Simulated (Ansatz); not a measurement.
`O[SiH2]SS` + H₂Te → `O[SiH2][TeH]` + `SS`  (ligand exchange at the Si–S bond)

Computed with Ansatz on PBE0-D4/def2-TZVP structures; ΔE is electronic, products minus reactants. CCSD(T)/CBS adds triple-zeta CCSD(T) − MP2 to the extrapolated MP2 energy (def2 sets, frozen cores). This one scheme is used for every species. Elements past krypton have def2 core potentials. For Te outer-core shells are correlated without core-valence functions, which leaves a few kJ/mol of doubt a bond. Each species was taken in one conformer, which may not be the lowest.

`O[SiH2]SS`:

Cartesian coordinates in Å:
```
O 0.277 1.738 -0.270
Si 0.815 0.206 -0.481
S -0.751 -1.164 -1.007
S -1.871 -0.821 0.698
H -0.368 1.867 0.429
H 1.445 -0.312 0.759
H 1.756 0.232 -1.623
H -1.303 -1.745 1.496
```

H₂Te:

Z-matrix (Å, degrees):
```
Te
H 1 1.656
H 1 1.656 2 90.4
```

`O[SiH2][TeH]`:

Cartesian coordinates in Å:
```
O -0.888 1.170 -0.816
Si -0.157 0.411 0.445
Te -0.055 -2.073 0.189
H -0.650 0.885 -1.700
H 1.242 0.868 0.637
H -0.991 0.717 1.627
H 1.498 -1.978 -0.382
```

`SS`:

Z-matrix (Å, degrees):
```
S
S 1 2.046
H 1 1.347 2 98.6
H 2 1.347 1 98.6 3 -90.5
```

| level | ΔE (eV) |
| --- | --- |
| SCS-MP2/def2-QZVPP | 0.05 |
| HF/CBS(def2) | 0.03 |

Q: What does CCSD(T)/CBS give? (An estimate is asked.)

A: Ansatz gave: +0.05 eV. The listed levels differ from it by 0.00, -0.02 eV.

Largest T1 diagnostic among the species: 0.012.

The D4 term adds +0.05 eV with B3LYP and +0.03 eV with PBE0; it sums over pairs of atoms, weighted by their polarisabilities, and B3LYP, whose exchange is more repulsive, gets the larger term. In def2-TZVPP, CCSD(T) changes the Hartree–Fock value by +0.06 eV (the triples alone add +0.01 eV) and MP2 by +0.04 eV.

B3LYP here is the variant with VWN-RPA as its local correlation; programs differ in this.
